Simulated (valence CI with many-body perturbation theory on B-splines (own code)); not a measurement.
## Bi L: electric-dipole lines

Computed by relativistic CI+MBPT: six valence electrons over a frozen Dirac-Fock core [Ar] 3d10, radial functions for each j: 9 s, 9 p, 8 d, 6 f, 3 g, 1 h, with the one-electron correlation potential Σ1 (screened to all orders), the two-electron term Σ2, the three-electron term Σ3, Breit, model QED; selected single and double excitations, second order for the rest, scaled by the run's own slope (own B-spline code, finite nucleus).

No measured spectrum was set against this ion. As an estimate, large intervals hold to a few tenths of a per cent, small ones and those within an open d or f shell to about a per cent. Among the levels kept, up to 630 cm⁻¹ of a level comes from second order outside the variational space, and about a tenth of that is noise between levels of different J, which matters for small intervals.

Lines 101 to 145 of 145 in falling wavelength, among levels below 433.51 eV, chosen from the strongest by gf and those to the six lowest levels. Wavelengths and rates use the calculated energies. Electric multipoles are in the length gauge with retardation, E1 and E2 with the static RPA response of the core. Weak lines are less certain than strong ones. Lines between different terms over intervals too small for the method are left out, as are lines whose strength nearly cancels. The highest levels of a list are the least certain.

Levels are named by their leading jj configuration (3d3/2^4 stands for four electrons in 3d with j = 3/2), which in mixed levels can hold well under half, so a name can repeat and another be missing. Letters in brackets count levels of one name in rising energy.

```tsv
λ vac (nm)	Upper	Lower	A (s⁻¹)	S (a.u.) with core polarisation	S without
5.390	(4s^2 4p1/2^2 4d3/2 4d5/2) J=4	(4s^2 4p1/2^2 4p3/2 4d3/2) J=3	1.43e+11	9.91e-02	1.04e-01
5.376	(4s^2 4p1/2 4p3/2^2 4d5/2) J=2 [a]	(4s^2 4p1/2 4p3/2^3) J=2	3.16e+09	1.21e-03	1.27e-03
5.368	(4s^2 4p1/2^2 4d3/2 4d5/2) J=2	(4s^2 4p1/2^2 4p3/2 4d3/2) J=3	1.34e+10	5.12e-03	5.38e-03
5.366	(4s^2 4p1/2^2 4d3/2 4d5/2) J=3	(4s^2 4p1/2^2 4p3/2 4d3/2) J=2	1.90e+11	1.01e-01	1.06e-01
5.353	(4s^2 4p1/2^2 4d3/2 4d5/2) J=2	(4s^2 4p1/2^2 4p3/2 4d3/2) J=1	1.55e+11	5.87e-02	6.15e-02
5.293	(4s^2 4p1/2^2 4d3/2 4d5/2) J=1	(4s^2 4p1/2^2 4p3/2 4d3/2) J=1	1.72e+11	3.78e-02	3.96e-02
5.286	(4s^2 4p1/2 4p3/2^2 4d5/2) J=3 [b]	(4s^2 4p1/2 4p3/2^3) J=2	1.04e+09	5.32e-04	5.58e-04
5.281	(4s^2 4p1/2^2 4d3/2 4d5/2) J=1	(4s^2 4p1/2^2 4p3/2 4d3/2) J=0	1.80e+11	3.93e-02	4.12e-02
5.271	(4s^2 4p1/2^2 4p3/2 4d5/2) J=1	(4s^2 4p1/2^2 4p3/2^2) J=0	4.04e+11	8.76e-02	9.18e-02
5.260	(4s^2 4p1/2^2 4d3/2 4d5/2) J=2	(4s^2 4p1/2^2 4p3/2 4d3/2) J=2	1.61e+11	5.77e-02	6.05e-02
5.258	(4s^2 4p1/2 4p3/2^2 4d5/2) J=2 [a]	(4s^2 4p1/2 4p3/2^3) J=1	7.76e+09	2.78e-03	2.92e-03
5.203	(4s^2 4p1/2^2 4d3/2 4d5/2) J=1	(4s^2 4p1/2^2 4p3/2 4d3/2) J=2	2.55e+10	5.32e-03	5.58e-03
5.185	(4s^2 4p1/2 4p3/2^2 4d5/2) J=2 [b]	(4s^2 4p1/2 4p3/2^3) J=2	2.95e+11	1.02e-01	1.06e-01
5.155	(4s^2 4p1/2 4p3/2^2 4d5/2) J=1 [b]	(4s^2 4p1/2 4p3/2^3) J=2	2.17e+11	4.40e-02	4.62e-02
5.140	(4s^2 4p1/2^2 4p3/2 4d5/2) J=3	(4s^2 4p1/2^2 4p3/2^2) J=2	7.95e+11	3.73e-01	3.91e-01
5.075	(4s^2 4p1/2 4p3/2^2 4d5/2) J=2 [b]	(4s^2 4p1/2 4p3/2^3) J=1	5.14e+11	1.66e-01	1.74e-01
5.065	(4s^2 4p1/2 4p3/2^2 4d5/2) J=3 [c]	(4s^2 4p1/2 4p3/2^3) J=2	1.04e+12	4.68e-01	4.91e-01
5.046	(4s^2 4p1/2 4p3/2^2 4d5/2) J=1 [b]	(4s^2 4p1/2 4p3/2^3) J=1	7.53e+11	1.43e-01	1.50e-01
5.046	(4s^2 4p1/2^2 4p3/2 4d5/2) J=1	(4s^2 4p1/2^2 4p3/2^2) J=2	8.13e+10	1.55e-02	1.62e-02
5.026	(4s^2 4p1/2 4p3/2^2 4d5/2) J=2 [c]	(4s^2 4p1/2 4p3/2^3) J=2	6.78e+11	2.12e-01	2.23e-01
4.923	(4s^2 4p1/2 4p3/2^2 4d5/2) J=2 [c]	(4s^2 4p1/2 4p3/2^3) J=1	8.19e+11	2.41e-01	2.53e-01
4.130	(4s 4p1/2^2 4p3/2^3) J=2	(4s^2 4p1/2^2 4p3/2^2) J=2	7.83e+11	1.36e-01	1.43e-01
4.076	(4s 4p1/2^2 4p3/2^3) J=1	(4s^2 4p1/2^2 4p3/2^2) J=0	4.74e+11	4.75e-02	5.00e-02
3.940	(4s 4p1/2^2 4p3/2^3) J=1	(4s^2 4p1/2^2 4p3/2^2) J=2	9.04e+11	8.19e-02	8.62e-02
3.618	(4s^2 4p1/2 4p3/2^2 4d3/2) J=1 [a]	(4s^2 4p1/2^2 4p3/2^2) J=0	3.86e+10	2.71e-03	2.85e-03
3.510	(4s^2 4p1/2 4p3/2^2 4d3/2) J=2 [a]	(4s^2 4p1/2^2 4p3/2^2) J=2	7.53e+09	8.04e-04	8.46e-04
3.510	(4s^2 4p1/2 4p3/2^2 4d3/2) J=1 [a]	(4s^2 4p1/2^2 4p3/2^2) J=2	7.65e+10	4.90e-03	5.16e-03
3.466	(4s^2 4p1/2 4p3/2^2 4d3/2) J=3 [a]	(4s^2 4p1/2^2 4p3/2^2) J=2	3.54e+10	5.10e-03	5.36e-03
3.360	(4s^2 4p1/2 4p3/2^2 4d3/2) J=2 [b]	(4s^2 4p1/2^2 4p3/2^2) J=2	1.75e+11	1.64e-02	1.73e-02
3.338	(4s^2 4p1/2 4p3/2^2 4d3/2) J=1 [b]	(4s^2 4p1/2^2 4p3/2^2) J=0	3.83e+10	2.11e-03	2.23e-03
3.270	(4s^2 4p1/2 4p3/2^2 4d3/2) J=3 [b]	(4s^2 4p1/2^2 4p3/2^2) J=2	3.20e+12	3.87e-01	4.07e-01
3.261	(4s^2 4p1/2 4p3/2^2 4d3/2) J=1 [c]	(4s^2 4p1/2^2 4p3/2^2) J=0	3.55e+12	1.82e-01	1.92e-01
3.258	(4s^2 4p1/2 4p3/2^2 4d3/2) J=2 [c]	(4s^2 4p1/2^2 4p3/2^2) J=2	3.61e+12	3.08e-01	3.25e-01
3.247	(4s^2 4p1/2 4p3/2^2 4d3/2) J=1 [b]	(4s^2 4p1/2^2 4p3/2^2) J=2	4.07e+12	2.06e-01	2.17e-01
3.194	(4s^2 4p1/2 4p3/2^2 4d5/2) J=1 [a]	(4s^2 4p1/2^2 4p3/2^2) J=0	4.21e+10	2.03e-03	2.14e-03
3.178	(4s^2 4p1/2 4p3/2^2 4d5/2) J=3 [a]	(4s^2 4p1/2^2 4p3/2^2) J=2	6.08e+10	6.74e-03	7.10e-03
3.174	(4s^2 4p1/2 4p3/2^2 4d3/2) J=1 [c]	(4s^2 4p1/2^2 4p3/2^2) J=2	7.01e+10	3.32e-03	3.50e-03
3.110	(4s^2 4p1/2 4p3/2^2 4d5/2) J=1 [a]	(4s^2 4p1/2^2 4p3/2^2) J=2	3.24e+10	1.44e-03	1.52e-03
3.041	(4s^2 4p1/2 4p3/2^2 4d5/2) J=1 [b]	(4s^2 4p1/2^2 4p3/2^2) J=0	4.88e+10	2.03e-03	2.14e-03
3.036	(4s^2 4p1/2 4p3/2^2 4d5/2) J=2 [a]	(4s^2 4p1/2^2 4p3/2^2) J=2	1.43e+09	9.87e-05	1.05e-04
3.007	(4s^2 4p1/2 4p3/2^2 4d5/2) J=3 [b]	(4s^2 4p1/2^2 4p3/2^2) J=2	2.22e+08	2.09e-05	2.18e-05
2.974	(4s^2 4p1/2 4p3/2^2 4d5/2) J=2 [b]	(4s^2 4p1/2^2 4p3/2^2) J=2	4.09e+10	2.65e-03	2.80e-03
2.965	(4s^2 4p1/2 4p3/2^2 4d5/2) J=1 [b]	(4s^2 4p1/2^2 4p3/2^2) J=2	5.31e+10	2.05e-03	2.16e-03
2.935	(4s^2 4p1/2 4p3/2^2 4d5/2) J=3 [c]	(4s^2 4p1/2^2 4p3/2^2) J=2	3.31e+10	2.89e-03	3.04e-03
2.922	(4s^2 4p1/2 4p3/2^2 4d5/2) J=2 [c]	(4s^2 4p1/2^2 4p3/2^2) J=2	4.89e+09	3.01e-04	3.18e-04
```
